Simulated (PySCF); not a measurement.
Computed shifts of a molecule C2H8F2Si2, B3LYP/pcSseg-1 (PySCF), GIAO, gas phase, equivalent atoms averaged, in ppm (number of nuclei): ¹³C: 12.8 (1), 10.0 (1). ²⁹Si: 12.4 (1), 7.3 (1). ¹⁹F: -219.1 (1), -233.2 (1). ¹H: 5.46 (1), 5.36 (1), 5.32 (1), 5.18 (1), 1.46 (3), 0.49 (1). References: ¹³C against TMS (σ = 181.3 ppm); ²⁹Si against TMS (σ = 338.7 ppm); ¹⁹F against CFCl3 (σ = 161.7 ppm); ¹H against TMS (σ = 31.68 ppm), references at their B3LYP-D3(BJ)/def2-TZVP geometries, non-relativistic. Geometry: B3LYP-D3(BJ)/def2-SVP. One conformer was computed; it need not be the lowest.

Problem. Identify the compound among the candidates.
A) C[Si@H](F)[Si@H](C)F
B) CC([SiH2]F)[SiH2]F
C) C[SiH2][Si@H](F)CF
D) C[SiH](C)[SiH](F)F

Solution. B, CC([SiH2]F)[SiH2]F
